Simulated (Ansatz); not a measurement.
A barrier at the coupled-cluster level

Start structure (SnH₇OF, closed shell), relaxed at PBE0-D4/def2-TZVP:

Sn1  (-1.123, 1.297, -0.511)
H2  (-0.514, -0.197, -1.101)
H3  (-2.197, 1.861, -1.718)
H4  (-1.988, 1.032, 0.925)
H5  (0.147, 2.406, -0.330)
H6  (1.190, -0.577, 1.170)
F7  (0.888, 0.174, 1.666)
H8  (0.888, -1.557, -0.617)
O9  (1.479, -1.778, 0.114)
H10  (1.230, -2.661, 0.402)
(Å)

The step: SnH₄ + H₂O + HF → SnH₃F ([F][SnH3]) + H₂O + H₂; bonds formed: Sn1–F7, H2–H8, H6–O9; bonds broken: Sn1–H2, H6–F7, H8–O9. Ansatz 0.2.0; basis: def2-TZVPP and def2-QZVPP; cores frozen in the correlated methods. Filled d shells of the heavier atoms are correlated. Core potentials replace the inner electrons of the atoms past krypton. The def2 sets are not built for correlating such inner shells, so the correlated values are less sure here. Extrapolation: Hartree–Fock as exp(−7.88 √X), correlation as X^−2.97. Energies below are by CCSD(T) at an estimated basis limit (MP2 extrapolated from triple and quadruple zeta, plus CCSD(T) − MP2 in triple zeta).

(1) What are the electronic barrier and the energy of the step, from the start structure to the end structure? (An estimate is asked for; the value comes from the calculation.)

The T1 diagnostic stays at or below 0.014.

Answers

(1) The calculation gives: Barrier 136.1 kJ/mol; step energy -16.3 kJ/mol (downhill); reverse barrier, their difference, 152.4 kJ/mol. Barrier and step energy count from the start structure, the reverse barrier from the end structure.

The saddle point: One imaginary mode of 844i cm⁻¹.
| pair | start (Å) | saddle (Å) | end (Å) |
| --- | --- | --- | --- |
| Sn1–F7 | 3.17 | 2.15 | 1.95 |
| H2–H8 | 2.01 | 0.96 | 0.75 |
| H6–O9 | 1.63 | 1.04 | 0.97 |
| Sn1–H2 | 1.72 | 1.96 | 4.90 |
| H6–F7 | 0.95 | 1.37 | 1.97 |
| H8–O9 | 0.96 | 1.29 | 3.07 |

Zero-point energy (harmonic, PBE0-D4): ZPE is 165.8 kJ/mol at the start and 158.8 kJ/mol at the saddle, so the barrier goes from 136.1 to 129.0 kJ/mol.

Labels in which every atom is bracketed show which atoms are joined, not bond orders.

For scale, one of the runs: CCSD(T)/def2-TZVPP, 210 basis functions, launched by `ansatz run in.yaml --threads 4 --pin off --events-out ev --progress --plain --max-ram 9574MiB`. Time: 26 s of wall clock on 4 CPU threads of an AMD EPYC 9R45; the host was shared. Peak host memory: 3.4 GiB.
